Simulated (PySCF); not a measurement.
SMILES CN([SiH](CC)C)C, singlet (GFN2-xTB optimised geometry):

```
22

Si    -0.004     0.081     0.000
C      1.895     0.081     0.000
C     -0.690    -0.751    -1.570
C     -0.071    -0.193    -2.844
N     -0.529    -0.848     1.357
C      0.071    -0.668     2.656
C     -1.886    -1.327     1.465
H     -0.459     1.494     0.000
H      2.272     0.490    -0.931
H      2.300    -0.921     0.110
H      2.297     0.692     0.801
H     -0.520    -1.828    -1.536
H     -1.770    -0.608    -1.624
H      0.999    -0.383    -2.865
H     -0.224     0.882    -2.904
H     -0.514    -0.649    -3.728
H      1.106    -0.361     2.544
H     -0.457     0.092     3.246
H      0.040    -1.609     3.211
H     -2.300    -1.494     0.477
H     -2.527    -0.614     1.997
H     -1.900    -2.271     2.017
```

Calculation: B3LYP/def2-SVP run with PySCF.

What are the frontier orbital energies and the dipole moment?

HOMO-2 -8.42 eV, HOMO-1 -7.83 eV, HOMO -5.80 eV, LUMO 1.42 eV, LUMO+1 1.55 eV; dipole moment 0.47 D.

On the same geometry PBE/def2-SVP run with PySCF 2.14.0 gives HOMO-2 -7.28 eV, HOMO-1 -6.74 eV, HOMO -4.68 eV, LUMO 0.88 eV, LUMO+1 0.95 eV; dipole moment 0.49 D.

Meta-Löwdin charges at B3LYP/def2-SVP: Si1 0.88, C2 -0.54, C3 -0.40, C4 -0.27, N5 -0.43, C6 -0.17, C7 -0.17, H8 -0.17, H9 0.11, H10 0.11, H11 0.11, H12 0.09, H13 0.09, H14 0.09, H15 0.09, H16 0.09, H17 0.10, H18 0.07, H19 0.09, H20 0.10, H21 0.07, H22 0.09.
